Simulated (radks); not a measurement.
The thulium ion Tm11+, configuration [Kr] 4d10 4f10 5s2 (the NIST ground configuration). Calculated with a radial shooting solver on a logarithmic mesh with Libxc functionals: non-relativistic Kohn-Sham, PBE, spin-polarised, spherical densities, point nucleus; open shells are filled with parallel spins first (spin-orbit coupling, left out, can overturn this in heavy ions); relativity is left out, which matters for an element this heavy.

X-ray form factor f0, the Fourier transform of the density (f0(0) = 58):

sin(theta)/lambda (1/angstrom),f0 (electrons)
0.05,57.726
0.1,56.919
0.15,55.627
0.2,53.921
0.25,51.888
0.3,49.619
0.4,44.723
0.5,39.816
0.6,35.262
0.8,27.784
1,22.533
1.25,18.408
1.5,15.882
2,12.350
